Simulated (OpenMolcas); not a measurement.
Zr2+: from CASSCF to CASPT2

```json
{
 "Program": "OpenMolcas 26.06",
 "Basis": "ANO-RCC-VTZP [7s6p4d2f1g]",
 "Scalar Hamiltonian": "DKH2, point nucleus",
 "Active space": "2 electrons in 6 orbitals (4d 5s)",
 "State averaging": "2S+1 = 3 even, 15 roots; 2S+1 = 1 even, 21 roots",
 "Spin-orbit coupling": "RASSI with atomic mean-field integrals over the reference wave functions, term energies averaged over their components"
}
```

Methods on the same reference wave functions:
A. CASSCF
B. SS-CASPT2, IPEA 0.25 Eh, imaginary shift 0.1 Eh (closed shells correlated: 4s 4p)
C. MS-CASPT2, IPEA 0.25 Eh, imaginary shift 0.1 Eh (closed shells correlated: 4s 4p)

Energies in cm⁻¹ above 4d² ³F₂, the measured ground level; measured values from Moore, Atomic Energy Levels, vol. II, NSRDS-NBS 35 (1971 reprint of NBS Circular 467, 1952); NIST levels as listed in Rynkun, Gaigalas and Jonsson, Astron. Astrophys. 637, A10 (2020).

| Level | A | B | C | Measured |
| --- | --- | --- | --- | --- |
| 4d² ³F₂ | 0.0 | 0.0 | 0.0 | 0.0 |
| 4d² ³F₃ | 685 | 699 | 701 | 681 |
| 4d² ³F₄ | 1512 | 1523 | 1525 | 1486 |
| 4d² ¹D₂ | 7163 | 5620 | 5600 | 5742 |
| 4d² ³P₀ | 10340 | 8630 | 8630 | 8062 |
| 4d² ³P₁ | 10599 | 8900 | 8910 | 8326 |
| 4d² ³P₂ | 11102 | 9410 | 9410 | 8838 |
| 4d² ¹G₄ | 13928 | 11670 | 11670 | 11049 |
| 4d 5s ³D₁ | 18979 | 18500 | 18500 | 18399 |
| 4d 5s ³D₂ | 19377 | 18890 | 18890 | 18803 |
| 4d 5s ³D₃ | 20030 | 19550 | 19560 |  |
| 4d 5s ¹D₂ | 29060 | 24880 | 24910 | 25066 |
| 4d² ¹S₀ | 30689 | 24050 | 23970 | 23979 |
| 5s² ¹S₀ | 56694 | 49900 | 49970 | 48507 |

Deviations, from unrounded energies. A percentage is the sum of absolute deviations over the sum of measured energies, with the sign that they share, or ± where signs differ.

```csv
Against measurement,Levels,A,B,C
mean absolute deviation (cm-1),12,2600,360,360
fine structure of the ground term (%),2,+1.3,+2.6,+2.7
other terms of the ground configuration (%),6,+27.0,±3.8,±3.8
other configurations (%),4,+12.0,±1.6,±1.6
```

B, C lie about equally close to measurement and A furthest from it. The largest miss of B in the table is 5s² ¹S₀, by +1400 cm-1. The ranking rests on the paired levels alone, and a cruder setting can come out closer through cancelling errors.

Between B and C the level of the table that moves most is 5s² ¹S₀, by 77 cm-1 (lowest in B, highest in C). Moves below CASPT2's spread within the term are not significant.

The two smallest mean deviations differ by little beside CASPT2's spread within terms, so their order carries little weight.

From A to B the spin-free energies of the other terms of 4d² shown, above ³F, scale by factors of 0.75 to 0.83, as is usual when dynamic correlation screens the repulsion within a d or f shell.

The lowest spin-free term lies below A's lowest term by 0.257 hartree in B, 0.257 hartree in C.

CASPT2 breaks the degeneracy within a term, and the mean is taken; among the terms shown or strongly mixed into the levels shown the widest spread is 600 cm-1 (4d² ¹G, C). A single d shell beside an s shell can misplace configurations of different d count against each other. Without dynamic correlation excited terms often stand tens of per cent too high (terms of higher spin than the ground term too low), and those without a measured partner can miss by more than the paired ones (holds for A). Computed and measured levels are paired by configuration, term and J; levels that our copy of the source lacks, or whose pairing is in doubt (as where it misses far off the trend of its configuration), stay unpaired and out of the deviations. Only configurations of the active space appear.
